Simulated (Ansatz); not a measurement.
`CB(O)F` + `O[SiH3]` → `OB(F)O[SiH3]` + CH₄ at 298.15 K and 1 bar (ligand exchange at a B–C bond).

Gas-phase electronic energies from Ansatz, PBE0-D4/def2-TZVP geometries. CCSD(T)/CBS is the MP2 limit (def2-TZVPP, def2-QZVPP) plus CCSD(T) − MP2 in def2-TZVPP, frozen cores. This one scheme is used for every species. One conformer a species, not always the lowest.

| species | CCSD(T)/CBS energy (Eh) | H − E (kJ/mol) | S (J/(mol·K)) |
| --- | --- | --- | --- |
| `CB(O)F` | -240.35473 | 169.4 | 294.8 |
| `O[SiH3]` | -366.69042 | 113.6 | 257.8 |
| `OB(F)O[SiH3]` | -566.62981 | 157.2 | 339.1 |
| CH₄ | -40.46206 | 127.4 | 186.2 |

H − E and S are ideal-gas, rigid-rotor, harmonic terms from PBE0-D4/def2-TZVP, for one conformer and one mirror image of each species. 1 Eh = 2625.50 kJ/mol, R = 8.31446 J/(mol·K).

Question: By hand: ΔE, ΔH, ΔS and ΔG.

Answer: ΔE = (-566.62981) + (-40.46206) − (-240.35473) − (-366.69042) = -0.04672 Eh = -122.7 kJ/mol. Δ(H − E) = 157.2 + 127.4 − 169.4 − 113.6 = 1.6, so ΔH = -121.1 kJ/mol. ΔS = 339.1 + 186.2 − 294.8 − 257.8 = -27.3 J/(mol·K). ΔG = -121.1 − 298.15 × (-27.3)/1000 = -113.0 kJ/mol.

Question: By hand: the equilibrium constant, and the temperature at which ΔG would vanish if ΔH and ΔS stayed fixed.

Answer: log₁₀ K = −ΔG/(RT ln 10) = 19.8. ΔG = 0 at ΔH/ΔS = 4436 K, far beyond where these terms or the molecules hold.

ΔH outweighs TΔS. A doubt of 5 kJ/mol in ΔE shifts log₁₀ K by 0.9 here. Other conformers and mirror images would add mixing entropy, several J/(mol·K) or more a flexible species. These are equilibria of isolated gas molecules and say nothing of rates. Largest T1 diagnostic: 0.012 (customary marks: 0.02 for closed shells, 0.045 for open ones).
